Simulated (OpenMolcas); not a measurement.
## Levels of W by method

| Item | Value |
| --- | --- |
| Program | OpenMolcas 26.06 |
| Basis | ANO-R1 [7s5p4d2f] |
| Scalar Hamiltonian | X2C, finite nucleus |
| Active space | 6 electrons in 6 orbitals (5d 6s) |
| State averaging | 2S+1 = 7 even, 1 root; 2S+1 = 5 even, 5 roots |
| Spin-orbit coupling | RASSI with atomic mean-field integrals over the reference wave functions, term energies averaged over their components |

Methods on the same reference wave functions:
A. CASSCF
B. SS-CASPT2, IPEA 0.25 Eh, imaginary shift 0.1 Eh (closed shells correlated: 5s 5p)

Energies in cm⁻¹ above 5d⁴ 6s² ⁵D₀, the measured ground level; measured values from NIST Handbook of Basic Atomic Spectroscopic Data.

```csv
Level,A,B,Measured
5d⁵ 6s ⁷S₃,-5634,-1271,2951
5d⁴ 6s² ⁵D₀,0.0,0.0,0.0
5d⁴ 6s² ⁵D₁,513,513,1670
5d⁴ 6s² ⁵D₂,1540,1540,3326
5d⁴ 6s² ⁵D₃,3080,3080,4830
5d⁴ 6s² ⁵D₄,5133,5130,6219
```

A puts 5d⁵ 6s ⁷S₃ lowest. B puts 5d⁵ 6s ⁷S₃ lowest.

Deviations, from unrounded energies. A percentage is the sum of absolute deviations over the sum of measured energies, with the sign that they share, or ± where signs differ.

```json
{"Against measurement": "mean absolute deviation (cm-1)", "Levels": "5", "A": "2900", "B": "2000"}
{"Against measurement": "fine structure of the ground term (%)", "Levels": "4", "A": "-36.0", "B": "-36.0"}
{"Against measurement": "other configurations (%)", "Levels": "1", "A": "-290.9", "B": "-143.1"}
```

B lies closest to measurement on these levels. The largest miss of B in the table is 5d⁵ 6s ⁷S₃, by -4200 cm-1. The ranking rests on the paired levels alone, and a cruder setting can come out closer through cancelling errors.

The lowest spin-free term lies below A's lowest term by 0.200 hartree in B.

CASPT2 breaks the degeneracy within a term, and the mean is taken; among the terms shown or strongly mixed into the levels shown the widest spread is 76 cm-1 (5d⁴ 6s² ⁵D, B). The lowest computed level is not the ground level that NIST lists (5D0). A single d shell beside an s shell can misplace configurations of different d count against each other. Without dynamic correlation excited terms often stand tens of per cent too high (terms of higher spin than the ground term too low), and those without a measured partner can miss by more than the paired ones (holds for A). Measured partners are found by configuration, term and J. A level has none where our copy of the source lacks it or the pairing is in doubt (some pairs that miss far off the trend of their configuration count as doubtful), and it then counts in no deviation. Only configurations of the active space appear.
